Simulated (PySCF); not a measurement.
Assigning NMR signals

Molfile (atoms numbered from 1):
```
C4H12Si3
     RDKit          3D

 19 18  0  0  0  0  0  0  0  0999 V2000
    2.2715    1.5495   -0.1664 C   0  0  0  0  0  0  0  0  0  0  0  0
    1.6088    0.6105   -0.5042 C   0  0  0  0  0  0  0  0  0  0  0  0
    0.7854   -0.5169   -0.8665 C   0  0  1  0  0  0  0  0  0  0  0  0
    1.4085   -1.8182   -0.3625 C   0  0  0  0  0  0  0  0  0  0  0  0
   -1.0027   -0.2525   -0.1668 Si  0  0  0  0  0  4  0  0  0  0  0  0
   -0.9060   -0.4155    2.1500 Si  0  0  0  0  0  4  0  0  0  0  0  0
   -1.8505    1.7058   -1.0821 Si  0  0  0  0  0  4  0  0  0  0  0  0
    2.8716    2.3646    0.1084 H   0  0  0  0  0  0  0  0  0  0  0  0
    0.7336   -0.5543   -1.9612 H   0  0  0  0  0  0  0  0  0  0  0  0
    1.5029   -1.8016    0.7223 H   0  0  0  0  0  0  0  0  0  0  0  0
    2.4012   -1.9648   -0.7875 H   0  0  0  0  0  0  0  0  0  0  0  0
    0.7858   -2.6660   -0.6418 H   0  0  0  0  0  0  0  0  0  0  0  0
   -1.7309   -1.4238   -0.7169 H   0  0  0  0  0  0  0  0  0  0  0  0
   -2.1000    0.1836    2.7540 H   0  0  0  0  0  0  0  0  0  0  0  0
    0.2583    0.2748    2.7107 H   0  0  0  0  0  0  0  0  0  0  0  0
   -0.8449   -1.7937    2.6496 H   0  0  0  0  0  0  0  0  0  0  0  0
   -1.0511    2.8739   -0.7103 H   0  0  0  0  0  0  0  0  0  0  0  0
   -3.2114    1.9411   -0.5909 H   0  0  0  0  0  0  0  0  0  0  0  0
   -1.9400    1.7129   -2.5454 H   0  0  0  0  0  0  0  0  0  0  0  0
  1  2  3  0
  2  3  1  0
  3  4  1  0
  3  5  1  0
  5  6  1  0
  5  7  1  0
  1  8  1  0
  3  9  1  6
  4 10  1  0
  4 11  1  0
  4 12  1  0
  5 13  1  0
  6 14  1  0
  6 15  1  0
  6 16  1  0
  7 17  1  0
  7 18  1  0
  7 19  1  0
M  END
```

[PySCF 2.14.0 with density-fitted response routines: GFN2-xTB structure; PBE0/pcSseg-1 with gauge-including orbitals; no relativistic terms; equivalent nuclei averaged; no solvent; a single conformation]

Scale: 13C, 1H against TMS (reference shieldings calculated alike).

(1) Assign these signals to the numbered atoms. 13C{1H} NMR (computed): δ 92.0 (C), 76.3 (CH), 23.2 (CH3), 11.7 (CH).

(2) Assign these signals to the numbered atoms. 1H NMR (300 MHz, computed): δ 4.11 (m, 1H), 3.58 (d, 3H), 3.55 (d, 3H), 2.19 (m, 1H), 1.59 (d, 1H), 1.42 (d, 3H).

## Answers

(1) 
| δ (ppm) | atoms | environment | reason |
| --- | --- | --- | --- |
| 92.0 | C2 | alkyne carbon | sp carbons lie upfield of alkene carbons because the cylindrical π system leaves one tensor component strongly shielded |
| 76.3 | C1 | terminal alkyne carbon | the triple bond shields along its axis, which puts it between sp3 and sp2 carbons |
| 23.2 | C4 | methyl carbon | aliphatic region, no heteroatom directly attached |
| 11.7 | C3 | propargylic sp3 CH bonded to Si | an electropositive neighbour leaves it electron-rich and shielded |

(2) 
4.11 → H13, hydrogen on a silicon bonded to C, 2 Si
3.58 → H14/H15/H16, hydrogen on a silicon bonded to Si
3.55 → H17/H18/H19, hydrogen on a silicon bonded to Si
2.19 → H9, hydrogen on a propargylic sp3 CH bonded to Si
1.59 → H8, hydrogen on a terminal alkyne carbon: it lies on the axis of the triple bond, in its shielding cone
1.42 → H10/H11/H12, hydrogen on a methyl carbon

H14/H15/H16 and H17/H18/H19 lie closer than the usual error of such a calculation, so a measured spectrum could show them in the other order.

Shifts are as computed. Against solution values, carbons near 30 ppm lie about +3 ppm off and those near 130 ppm about +5 ppm. Of 1211 compounds with measured shifts, 218 miss one by over three times the rms of a fit or turn the order of signals round; such compounds aren't used in these exercises. No couplings were computed; multiplicities are counted from neighbouring protons, with m where these are inequivalent, close in shift, in a saturated or five-membered ring or joined by F or P, and br s for small geminal =CH2 splittings.
